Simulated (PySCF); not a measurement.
Simulated Si 2p region for dibromosilane, `Br[SiH2]Br`, binding energy against the vacuum level.

Every computed line was given a Gaussian of 0.5 eV full width at half maximum and an area set by the number of equivalent atoms (split 2:1 within a doublet); the highest printed point is 100. Level of theory: delta-SCF UKS SCAN, pcX-2 on the ionised atom, pcseg-1 elsewhere, spin-free X2C (PySCF).

binding energy (eV), intensity and a bar:
```
    108.0          0 
    108.1          2 
    108.2          7 ##
    108.3         18 #####
    108.4         38 ###########
    108.5         65 ###################
    108.6         90 ###########################
    108.7        100 ##############################
    108.8         90 ###########################
    108.9         69 #####################
    109.0         51 ###############
    109.1         45 #############
    109.2         48 ##############
    109.3         51 ###############
    109.4         47 ##############
    109.5         35 ###########
    109.6         21 ######
    109.7         10 ###
    109.8          4 #
    109.9          1 
    110.0          0
```

Q: Count the maxima, the lines and the sites behind this envelope.

A: The curve has 2 maxima (at 108.7 and 109.3 eV). Under it lie 2 lines from 1 inequivalent silicon site, drawn as a 2p3/2, 2p1/2 pair.

Q: Decompose the envelope and assign each component. Numbering: `[Br:1][SiH2:2][Br:3]`.

A: 
| position (eV) | relative area | line | atoms | environment |
| --- | --- | --- | --- | --- |
| 108.70 | 0.67 | Si 2p3/2 | Si2 | SiH2 silicon |
| 109.32 | 0.33 | Si 2p1/2 | Si2 | SiH2 silicon |

The curve has no shake-up lines and no vibrational structure. For 2p shells one spin-free hole was relaxed; a mean-field spin–orbit operator and the ground-state splitting of the three 2p orbitals were then diagonalised within the shell. The shell's mean is (2 × 2p3/2 + 2p1/2)/3, and the degeneracies 2j + 1 give areas of 2:1. 2p1/2 minus 2p3/2 (ligand field included): Si 0.63 eV. Geometry: PBE0-D3(BJ)/def2-SVP; no solvent, vibrations or thermal averaging.
